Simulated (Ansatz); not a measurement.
A made-up structure of BSiH₃SO, singlet:

```tsv
atom	x (Å)	y (Å)	z (Å)
B1	-0.0128	1.0643	-0.9557
O2	0.1557	0.5239	0.2813
Si3	-1.1094	-2.3924	0.5304
S4	0.0670	-0.9351	0.9920
H5	-0.2013	2.2434	-1.0173
H6	0.0557	0.3631	-1.9236
H7	0.9693	-0.8725	2.0076
```

It is relaxed with PBE-D4/def2-SVP and then PBE0-D4/def2-TZVP (Ansatz 0.2.0). Atoms count as bonded within 1.22 times the sum of their covalent radii (H–H: 0.88 Å). The end point is not checked to be a true minimum.

(1) Does its bonding change? (Judge from chemistry; the calculation decides.)

Results:

(1) Computed: Yes. Formed: O2–Si3; broken: O2–S4.

Where it ends: The first stage lowers the energy by 4.95 eV in 64 steps. It ends as BSiH₃SO ([BH2][O][Si][SH]):
```xyz
7
angstrom
B -0.2697 0.9655 -1.3881
O -0.3991 0.3801 -0.1895
Si -0.6923 -0.2527 1.2924
S 1.0281 -1.5428 1.3951
H 0.3403 1.9951 -1.4657
H -0.7700 0.4420 -2.3441
H 0.6870 -1.9924 2.6147
```

Labels in which every atom is bracketed show which atoms are joined, not bond orders.

For scale, one of the runs: PBE0-D4/def2-TZVP relaxation, 154 basis functions, launched by `ansatz run in.yaml --threads 2 --pin off --events-out ev --progress --plain --max-ram 4352MiB`. The run took about 23 s on 2 CPU threads of an Arm Neoverse V2 (shared host).
